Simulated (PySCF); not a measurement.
# `CN(C)C(=O)[C@H](F)CC#N`, C₆H₉FN₂O

Cartesian coordinates in Å; atom numbers follow the order of the lines, from 1:
```xyz
19

C    -2.429    0.333    1.028
N    -1.298    0.062    0.166
C    -1.588   -0.726   -1.009
C    -0.082    0.488    0.542
O     0.107    1.182    1.525
C     1.105    0.091   -0.361
F     1.066   -1.259   -0.641
C     2.426    0.428    0.334
C     3.508    0.521   -0.610
N     4.352    0.596   -1.377
H    -2.906   -0.603    1.323
H    -3.157    0.960    0.509
H    -2.071    0.856    1.912
H    -0.936   -0.459   -1.838
H    -2.618   -0.533   -1.307
H    -1.473   -1.794   -0.808
H     1.028    0.614   -1.326
H     2.650   -0.349    1.070
H     2.306    1.379    0.860
```

Method: PySCF, GIAO wB97X-D/pcSseg-1 magnetisability, rotational g tensor and spin-rotation constants, non-relativistic, gas phase. Geometry: GFN2-xTB.

**Question.** How diamagnetic is it, and how anisotropic?

**Answer.** Isotropic -1382 × 10⁻³⁰ J/T², or -83.2 × 10⁻⁶ cm³/mol; principal values -1472, -1406, -1267 × 10⁻³⁰ J/T², anisotropy 181 × 10⁻³⁰ J/T² (root of half the summed squared differences of the principal values). The susceptibility is in cgs units.

**Question.** Split it along the inertial axes a, b, c into diamagnetic and paramagnetic parts about the centre of mass, with the quadrupole moment.

**Answer.** 
| axis | χ (10⁻⁶ cm³/mol) | diamagnetic (10⁻⁶ cm³/mol) | paramagnetic (10⁻⁶ cm³/mol) | summed x² of all electrons (Å²) | quadrupole Θ (D Å) |
| --- | --- | --- | --- | --- | --- |
| a | -84.0 | -517.6 | 433.6 | 373.9 | -9.14 |
| b | -78.8 | -1704.1 | 1625.3 | 94.2 | +0.56 |
| c | -86.9 | -1985.9 | 1899.0 | 27.8 | +8.58 |

Anisotropies 2χaa − χbb − χcc = -2.3 and 2χbb − χaa − χcc = +13.3 × 10⁻⁶ cm³/mol. Θ is traceless in Buckingham's convention.

**Question.** And the rotational g tensor?

**Answer.** 
| axis | rotational constant (GHz) | g | nuclear part | electronic part |
| --- | --- | --- | --- | --- |
| a | 2.9499 | -0.0309 | 0.5700 | -0.6009 |
| b | 0.7351 | -0.0115 | 0.5498 | -0.5613 |
| c | 0.6252 | -0.0088 | 0.5490 | -0.5577 |

Asymmetric top; isotopes 12C, 19F, 1H, 14N, 16O; no vibrational averaging.
